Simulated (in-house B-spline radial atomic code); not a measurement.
Inner levels of silver as electrons are removed. A shift is the extra binding of the orbital against the neutral atom ([Kr] 4d10 5s1). Computed with a B-spline radial code for spherical atoms: non-relativistic Hartree-Fock, average of the configuration, point nuclei.

This level leaves out relativity, spin-orbit splitting included, which matters for heavy ions.

```csv
ion,configuration,shift of 2s (eV),shift of 4s (eV),shift of 3d (eV),radius of 2s (bohr),radius of 4s (bohr),radius of 3d (bohr),Σ<r²> (bohr²),change of density at nucleus (bohr⁻³)
Ag,[Kr] 4d10 5s1,0,0,0,0.14027,0.9494,0.34443,50.592,-
Ag+,[Kr] 4d10,7.6959,7.7433,7.7337,0.14027,0.95019,0.34443,34.311,-5.5209
Ag2+,[Kr] 4d9,23.007,22.447,22.972,0.14027,0.94543,0.34467,29.649,-3.2632
Ag3+,[Kr] 4d8,40.358,38.676,40.145,0.14027,0.9394,0.34464,26.026,-
Ag4+,[Kr] 4d7,59.502,56.152,58.992,0.14027,0.93244,0.34457,23.039,4.2375
Ag5+,[Kr] 4d6,80.288,74.702,79.349,0.14026,0.92478,0.34444,20.49,9.3778
Ag6+,[Kr] 4d5,102.61,94.209,101.1,0.14026,0.91661,0.34425,18.262,15.388
Ag7+,[Kr] 4d4,126.4,114.59,124.17,0.14025,0.90809,0.344,16.285,22.237
Ag8+,[Kr] 4d3,?,?,?,?,?,?,?,?
Ag9+,[Kr] 4d2,178.17,157.74,174.01,0.14024,0.89041,0.34332,12.899,38.355
Ag10+,[Kr] 4d1,206.07,180.42,200.7,0.14023,0.8814,0.34288,11.429,47.59
Ag11+,[Ar] 3d10 4s2 4p6,235.27,203.8,228.51,0.14022,0.87236,0.34237,10.08,57.591
Ag12+,[Ar] 3d10 4s2 4p5,267.29,226.98,258.98,0.1402,0.86294,0.34169,8.9737,70.908
Ag13+,[Ar] 3d10 4s2 4p4,?,?,?,?,?,?,?,?
Ag14+,[Ar] 3d10 4s2 4p3,334.18,274.76,322.37,0.14016,0.84486,0.34021,6.937,99.392
Ag15+,[Ar] 3d10 4s2 4p2,369.03,299.34,355.24,0.14013,0.83618,0.3394,5.9971,114.56
Ag16+,[Ar] 3d10 4s2 4p1,?,?,?,?,?,?,?,?
Ag17+,[Ar] 3d10 4s2,441.48,349.84,423.31,0.14008,0.81948,0.33766,4.2542,146.77
```

**Question.** Fill in the row of Ag8+.

**Answer.** shift of 2s (eV): 151.6; shift of 4s (eV): 135.78; shift of 3d (eV): 148.49; radius of 2s (bohr): 0.14025; radius of 4s (bohr): 0.89932; radius of 3d (bohr): 0.34369; Σ<r²> (bohr²): 14.509; change of density at nucleus (bohr⁻³): 29.9.

**Question.** Fill in the row of Ag13+.

**Answer.** shift of 2s (eV): 300.27; shift of 4s (eV): 250.64; shift of 3d (eV): 290.27; radius of 2s (bohr): 0.14018; radius of 4s (bohr): 0.85378; radius of 3d (bohr): 0.34097; Σ<r²> (bohr²): 7.9277; change of density at nucleus (bohr⁻³): 84.843.

**Question.** Fill in the row of Ag16+.

**Answer.** shift of 2s (eV): 404.8; shift of 4s (eV): 324.37; shift of 3d (eV): 388.9; radius of 2s (bohr): 0.14011; radius of 4s (bohr): 0.82772; radius of 3d (bohr): 0.33855; Σ<r²> (bohr²): 5.104; change of density at nucleus (bohr⁻³): 130.36.
